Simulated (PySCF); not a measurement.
Ga(H)(Br)(NH2) (BrGaH3N), SMILES [NH2][GaH][Br]. Geometry optimised at PBE-D3(BJ)/def2-SVP. The structure was generated by enumeration; whether it is a known compound was not checked. Other conformers were not sampled.

Task: Give the equilibrium geometry at PBE-D3(BJ)/def2-SVP (PySCF confirms it by a frequency run) as bond lengths and angles, and its point group. (An estimate is asked for; the answer gives what the named calculation found.)

Result: Several could match; the one computed here: point group Cs.
Atoms: Ga1 H2 Br3 N4 H5 H6. Bond lengths (Å): Ga1–H2 1.559, Ga1–Br3 2.313, Ga1–N4 1.813, N4–H5 1.021, N4–H6 1.021. Angles (°): H2–Ga1–Br3 121.0, H2–Ga1–N4 125.1, Br3–Ga1–N4 113.8, Ga1–N4–H5 123.0, Ga1–N4–H6 124.3, H5–N4–H6 112.7.
Charge 0, spin multiplicity 1.
